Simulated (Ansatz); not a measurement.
Ansatz (a first-principles code) input for ClF3H2OSi2, SMILES F[Si](F)(F)O[SiH2]Cl, PBE-D3(BJ)/def2-SVP. 

Ansatz 0.2 input:
```yaml
crystal:
  periodic: [false, false, false]
  atoms:
    - {symbol: Si, position_ang: [1.07565235, -0.67190444, 0.47504666]}
    - {symbol: F, position_ang: [1.50005990, -1.82154259, 1.49065128]}
    - {symbol: F, position_ang: [1.70056816, -1.01005114, -0.94988255]}
    - {symbol: F, position_ang: [1.70529506, 0.70240404, 0.97994652]}
    - {symbol: O, position_ang: [-0.53264655, -0.58037064, 0.40179130]}
    - {symbol: Si, position_ang: [-1.88096679, 0.30411454, 0.00950811]}
    - {symbol: Cl, position_ang: [-1.37516611, 1.67968184, -1.43298889]}
    - {symbol: H, position_ang: [-2.89171974, -0.62803164, -0.53866193]}
    - {symbol: H, position_ang: [-2.34819009, 1.02817151, 1.21493894]}
basis:
  gaussian:
    orbitals: def2-SVP
hamiltonian:
  xc: pbe
  dispersion: d3bj
relax: {f_tol: 0.002, max_steps: 200}
```

Log of the run:

```
Functional definition: PBE
integrals: 0.07 GiB planned
1290 factors; their error is unknown
mean field: 0.35 GiB planned
mean field evaluation 1: about -38468.4699 eV, gradient 7.2e1 eV
mean field evaluation 2: about -38444.2402 eV, gradient 1.4e2 eV
mean field evaluation 4: about -38476.6309 eV, gradient 8.0e0 eV
mean field evaluation 8: about -38476.7321 eV, gradient 7.6e-2 eV
mean field evaluation 16: about -38476.6316 eV, gradient 4.5e-5 eV
mean field -38476.63155679 eV, -1413.9901293143 hartree, gradient 4.5e-5 eV, S^2 0.000000; 0 other end points of the search recorded, 0 dependent functions left out
the calculation of the forces begins
reference -38476.63159151 eV, -1413.9901305903 hartree; 41, 41 occupied and 79, 79 virtual orbitals, 1290 factors
relax step   1: F+E_penalty+E_count = -38476.85391319 eV  Δ(F+E_penalty+E_count) = +0.000e0 eV  max|allowed force component| = 5.824e-1 eV/Å  Δτ_max = 0.0000 Å  (26 SCF iters, accepted)
these checks for a lower state are left out or cut short: starts, cluster_reference, orbital_swaps, neighbouring_geometries, increment
integrals: 0.07 GiB planned
1290 factors; their error is unknown
mean field: 0.34 GiB planned
mean field -38476.65450281 eV, -1413.9909725652 hartree, gradient 2.7e-5 eV, S^2 0.000000; 0 other end points of the search recorded, 0 dependent functions left out
the calculation of the forces begins
reference -38476.65453757 eV, -1413.9909738427 hartree; 41, 41 occupied and 79, 79 virtual orbitals, 1290 factors
relax step   2: F+E_penalty+E_count = -38476.87539277 eV  Δ(F+E_penalty+E_count) = -2.148e-2 eV  max|allowed force component| = 3.145e-1 eV/Å  Δτ_max = 0.0241 Å  (28 SCF iters, accepted)
[...]
mean field -38476.66187867 eV, -1413.9912436229 hartree, gradient 2.4e-5 eV, S^2 0.000000; 0 other end points of the search recorded, 0 dependent functions left out
the calculation of the forces begins
reference -38476.66191313 eV, -1413.9912448895 hartree; 41, 41 occupied and 79, 79 virtual orbitals, 1290 factors
relax step   9: F+E_penalty+E_count = -38476.88540325 eV  Δ(F+E_penalty+E_count) = -3.422e-4 eV  max|allowed force component| = 2.990e-2 eV/Å  Δτ_max = 0.0295 Å  (27 SCF iters, accepted)
these checks for a lower state are left out or cut short: starts, cluster_reference, orbital_swaps, neighbouring_geometries, increment
integrals: 0.07 GiB planned
1290 factors; their error is unknown
mean field: 0.34 GiB planned
mean field -38476.65345722 eV, -1413.9909341406 hartree, gradient 9.8e-6 eV, S^2 0.000000; 0 other end points of the search recorded, 0 dependent functions left out
the calculation of the forces begins
reference -38476.65349184 eV, -1413.9909354127 hartree; 41, 41 occupied and 79, 79 virtual orbitals, 1290 factors
relax step  10: F+E_penalty+E_count = -38476.87684303 eV  Δ(F+E_penalty+E_count) = +8.560e-3 eV  max|allowed force component| = 2.942e-1 eV/Å  Δτ_max = 0.1989 Å  (34 SCF iters, rejected (line search))
these checks for a lower state are left out or cut short: starts, cluster_reference, orbital_swaps, neighbouring_geometries, increment
integrals: 0.07 GiB planned
1290 factors; their error is unknown
mean field: 0.35 GiB planned
mean field -38476.66222630 eV, -1413.9912563980 hartree, gradient 9.9e-6 eV, S^2 0.000000; 0 other end points of the search recorded, 0 dependent functions left out
the calculation of the forces begins
reference -38476.66226077 eV, -1413.9912576648 hartree; 41, 41 occupied and 79, 79 virtual orbitals, 1290 factors
relax step  11: F+E_penalty+E_count = -38476.88572828 eV  Δ(F+E_penalty+E_count) = -3.250e-4 eV  max|allowed force component| = 3.761e-3 eV/Å  Δτ_max = 0.0278 Å  (27 SCF iters, accepted)
these checks for a lower state are left out or cut short: starts, cluster_reference, orbital_swaps, neighbouring_geometries, increment
integrals: 0.07 GiB planned
1290 factors; their error is unknown
mean field: 0.34 GiB planned
mean field -38476.66282621 eV, -1413.9912784443 hartree, gradient 1.8e-5 eV, S^2 0.000000; 0 other end points of the search recorded, 0 dependent functions left out
the calculation of the forces begins
reference -38476.66286072 eV, -1413.9912797127 hartree; 41, 41 occupied and 79, 79 virtual orbitals, 1290 factors
relax step  12: F+E_penalty+E_count = -38476.88619810 eV  Δ(F+E_penalty+E_count) = -4.698e-4 eV  max|allowed force component| = 6.397e-2 eV/Å  Δτ_max = 0.0979 Å  (27 SCF iters, accepted)
these checks for a lower state are left out or cut short: starts, cluster_reference, orbital_swaps, neighbouring_geometries, increment
integrals: 0.07 GiB planned
1290 factors; their error is unknown
mean field: 0.34 GiB planned
mean field evaluation 96: about -38476.7600 eV, gradient 2.2e-3 eV
mean field -38476.66243721 eV, -1413.9912641488 hartree, gradient 1.0e-5 eV, S^2 0.000000; 0 other end points of the search recorded, 0 dependent functions left out
the calculation of the forces begins
reference -38476.66247172 eV, -1413.9912654171 hartree; 41, 41 occupied and 79, 79 virtual orbitals, 1290 factors
relax step  13: F+E_penalty+E_count = -38476.88619399 eV  Δ(F+E_penalty+E_count) = +4.110e-6 eV  max|allowed force component| = 7.473e-2 eV/Å  Δτ_max = 0.0181 Å  (28 SCF iters, rejected (line search))
these checks for a lower state are left out or cut short: starts, cluster_reference, orbital_swaps, neighbouring_geometries, increment
integrals: 0.07 GiB planned
1290 factors; their error is unknown
mean field: 0.35 GiB planned
mean field -38476.66308860 eV, -1413.9912880872 hartree, gradient 2.6e-5 eV, S^2 0.000000; 0 other end points of the search recorded, 0 dependent functions left out
the calculation of the forces begins
reference -38476.66312311 eV, -1413.9912893553 hartree; 41, 41 occupied and 79, 79 virtual orbitals, 1290 factors
relax step  14: F+E_penalty+E_count = -38476.88659395 eV  Δ(F+E_penalty+E_count) = -3.958e-4 eV  max|allowed force component| = 2.135e-2 eV/Å  Δτ_max = 0.0090 Å  (28 SCF iters, accepted)
these checks for a lower state are left out or cut short: starts, cluster_reference, orbital_swaps, neighbouring_geometries, increment
integrals: 0.07 GiB planned
1290 factors; their error is unknown
mean field: 0.34 GiB planned
mean field -38476.66331815 eV, -1413.9912965228 hartree, gradient 9.6e-6 eV, S^2 0.000000; 0 other end points of the search recorded, 0 dependent functions left out
the calculation of the forces begins
reference -38476.66335265 eV, -1413.9912977909 hartree; 41, 41 occupied and 79, 79 virtual orbitals, 1290 factors
relax step  15: F+E_penalty+E_count = -38476.88670594 eV  Δ(F+E_penalty+E_count) = -1.120e-4 eV  max|allowed force component| = 1.820e-3 eV/Å  Δτ_max = 0.0112 Å  (28 SCF iters, accepted)
these checks for a lower state are left out or cut short: starts, cluster_reference, orbital_swaps, neighbouring_geometries, increment
integrals: 0.07 GiB planned
1290 factors; their error is unknown
mean field: 0.34 GiB planned
mean field -38476.66351847 eV, -1413.9913038846 hartree, gradient 1.0e-5 eV, S^2 0.000000; 0 other end points of the search recorded, 0 dependent functions left out
the calculation of the forces begins
reference -38476.66355299 eV, -1413.9913051531 hartree; 41, 41 occupied and 79, 79 virtual orbitals, 1290 factors
relax step  16: F+E_penalty+E_count = -38476.88676832 eV  Δ(F+E_penalty+E_count) = -6.238e-5 eV  max|allowed force component| = 8.759e-3 eV/Å  Δτ_max = 0.0167 Å  (28 SCF iters, accepted)
these checks for a lower state are left out or cut short: starts, cluster_reference, orbital_swaps, neighbouring_geometries, increment
integrals: 0.07 GiB planned
1290 factors; their error is unknown
mean field: 0.35 GiB planned
mean field evaluation 128: about -38476.6637 eV, gradient 2.4e-5 eV
mean field -38476.66372348 eV, -1413.9913114185 hartree, gradient 2.4e-5 eV, S^2 0.000000; 0 other end points of the search recorded, 0 dependent functions left out
the calculation of the forces begins
reference -38476.66375801 eV, -1413.9913126875 hartree; 41, 41 occupied and 79, 79 virtual orbitals, 1290 factors
relax step  17: F+E_penalty+E_count = -38476.88678843 eV  Δ(F+E_penalty+E_count) = -2.011e-5 eV  max|allowed force component| = 1.479e-2 eV/Å  Δτ_max = 0.0250 Å  (27 SCF iters, accepted)
these checks for a lower state are left out or cut short: starts, cluster_reference, orbital_swaps, neighbouring_geometries, increment
integrals: 0.07 GiB planned
1290 factors; their error is unknown
mean field: 0.34 GiB planned
mean field -38476.66367019 eV, -1413.9913094600 hartree, gradient 9.6e-6 eV, S^2 0.000000; 0 other end points of the search recorded, 0 dependent functions left out
the calculation of the forces begins
reference -38476.66370471 eV, -1413.9913107289 hartree; 41, 41 occupied and 79, 79 virtual orbitals, 1290 factors
relax step  18: F+E_penalty+E_count = -38476.88680596 eV  Δ(F+E_penalty+E_count) = -1.754e-5 eV  max|allowed force component| = 6.719e-3 eV/Å  Δτ_max = 0.0046 Å  (23 SCF iters, accepted)
these checks for a lower state are left out or cut short: starts, cluster_reference, orbital_swaps, neighbouring_geometries, increment
integrals: 0.07 GiB planned
1290 factors; their error is unknown
mean field: 0.34 GiB planned
mean field -38476.66368642 eV, -1413.9913100565 hartree, gradient 1.5e-5 eV, S^2 0.000000; 0 other end points of the search recorded, 0 dependent functions left out
the calculation of the forces begins
reference -38476.66372095 eV, -1413.9913113254 hartree; 41, 41 occupied and 79, 79 virtual orbitals, 1290 factors
relax step  19: F+E_penalty+E_count = -38476.88680995 eV  Δ(F+E_penalty+E_count) = -3.989e-6 eV  max|allowed force component| = 2.685e-3 eV/Å  Δτ_max = 0.0029 Å  (22 SCF iters, accepted)
these checks for a lower state are left out or cut short: starts, cluster_reference, orbital_swaps, neighbouring_geometries, increment
integrals: 0.07 GiB planned
1290 factors; their error is unknown
mean field: 0.34 GiB planned
mean field -38476.66362016 eV, -1413.9913076215 hartree, gradient 1.3e-5 eV, S^2 0.000000; 0 other end points of the search recorded, 0 dependent functions left out
the calculation of the forces begins
reference -38476.66365468 eV, -1413.9913088903 hartree; 41, 41 occupied and 79, 79 virtual orbitals, 1290 factors
relax step  20: F+E_penalty+E_count = -38476.88680920 eV  Δ(F+E_penalty+E_count) = +7.495e-7 eV  max|allowed force component| = 5.164e-3 eV/Å  Δτ_max = 0.0050 Å  (23 SCF iters, rejected (line search))
these checks for a lower state are left out or cut short: starts, cluster_reference, orbital_swaps, neighbouring_geometries, increment
integrals: 0.07 GiB planned
1290 factors; their error is unknown
mean field: 0.34 GiB planned
mean field -38476.66365537 eV, -1413.9913089157 hartree, gradient 6.5e-5 eV, S^2 0.000000; 0 other end points of the search recorded, 0 dependent functions left out
the calculation of the forces begins
reference -38476.66368990 eV, -1413.9913101846 hartree; 41, 41 occupied and 79, 79 virtual orbitals, 1290 factors
relax step  21: F+E_penalty+E_count = -38476.88681230 eV  Δ(F+E_penalty+E_count) = -2.351e-6 eV  max|allowed force component| = 1.532e-3 eV/Å  Δτ_max = 0.0018 Å  (19 SCF iters, accepted)
integrals: 0.07 GiB planned
1290 factors; their error is unknown
mean field: 0.34 GiB planned
mean field evaluation 160: about -38476.7643 eV, gradient 2.8e-1 eV
mean field -38476.66365537 eV, -1413.9913089157 hartree, gradient 6.5e-5 eV, S^2 0.000000; 1 other end points of the search recorded, 0 dependent functions left out
the calculation of the forces begins
reference -38476.66368990 eV, -1413.9913101846 hartree; 41, 41 occupied and 79, 79 virtual orbitals, 1290 factors
Total energy: -38476.88684683 eV, -1413.9995110504 hartree
Atom 0 at     1.059350    -0.684253     0.462643 Å, force     0.000577     0.000719    -0.000859 eV/Å
Atom 1 at     1.503396    -1.815300     1.515177 Å, force    -0.000124     0.000066     0.000013 eV/Å
Atom 2 at     1.822079    -0.961254    -0.925291 Å, force    -0.000782     0.000734     0.001218 eV/Å
Atom 3 at     1.528380     0.751766     1.022510 Å, force    -0.000469    -0.000858    -0.000602 eV/Å
Atom 4 at    -0.561195    -0.729632     0.266095 Å, force    -0.000878    -0.000314    -0.000061 eV/Å
Atom 5 at    -1.863564     0.294963     0.000406 Å, force     0.001063    -0.000106     0.001532 eV/Å
Atom 6 at    -1.374023     1.650979    -1.485997 Å, force     0.000028    -0.000181    -0.000314 eV/Å
Atom 7 at    -2.998238    -0.557139    -0.458635 Å, force     0.000237     0.000210    -0.000426 eV/Å
Atom 8 at    -2.163298     1.052341     1.253442 Å, force     0.000348    -0.000270    -0.000501 eV/Å
Dipole moment:    -0.390996     0.003624     0.094383 e Å
```

Self-consistency was reached.
